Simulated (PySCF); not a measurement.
Cl4SW, SMILES [S]=[W]([Cl])([Cl])([Cl])[Cl] (connectivity only; charge and spin as stated), charge -1, multiplicity 2. Atoms are numbered in the order given.

```xyz
6

W      0.0000     0.0000    -0.0715
S      0.0000     0.0000    -2.1853
Cl    -1.6065    -1.6065     0.5921
Cl     1.6065     1.6065     0.5921
Cl     1.6065    -1.6065     0.5921
Cl    -1.6065     1.6065     0.5921
```
Charge -1, spin multiplicity 2.

Coordinates come from a PBE0-D3(BJ)/def2-SVPD optimisation. The multiplicity is an assumed one; other spin states were not compared. The isomer is the one that the SMILES or the coordinates give; other isomers of the formula were not compared. The def2 effective core potentials stand for the cores of W; spin–orbit coupling is left out.

Computed with PBE0-D3(BJ)/def2-SVPD run with PySCF.

Frequencies are harmonic and unscaled.

Modes within 1.5 cm⁻¹ of each other (mostly degenerate sets) share a row, with their intensities summed.

```json
[
 {"mode": "1", "ν (cm⁻¹)": "52", "IR (km/mol)": "0.0", "moving atoms (share of kinetic energy)": "Cl 100 %"},
 {"mode": "2–3", "ν (cm⁻¹)": "134", "IR (km/mol)": "3.2", "moving atoms (share of kinetic energy)": "Cl 58 %, S 42 %"},
 {"mode": "4", "ν (cm⁻¹)": "138", "IR (km/mol)": "0.4", "moving atoms (share of kinetic energy)": "Cl 66 %, W 27 %"},
 {"mode": "5–6", "ν (cm⁻¹)": "165", "IR (km/mol)": "2.0", "moving atoms (share of kinetic energy)": "Cl 57 %, S 22 %, W 21 %"},
 {"mode": "7", "ν (cm⁻¹)": "177", "IR (km/mol)": "0.0", "moving atoms (share of kinetic energy)": "Cl 100 %"},
 {"mode": "8", "ν (cm⁻¹)": "289", "IR (km/mol)": "0.0", "moving atoms (share of kinetic energy)": "Cl 100 %"},
 {"mode": "9–10", "ν (cm⁻¹)": "330", "IR (km/mol)": "239.3", "moving atoms (share of kinetic energy)": "Cl 72 %, W 27 %"},
 {"mode": "11", "ν (cm⁻¹)": "347", "IR (km/mol)": "20.9", "moving atoms (share of kinetic energy)": "Cl 94 %"},
 {"mode": "12", "ν (cm⁻¹)": "556", "IR (km/mol)": "71.1", "moving atoms (share of kinetic energy)": "S 84 %, W 16 %"}
]
```
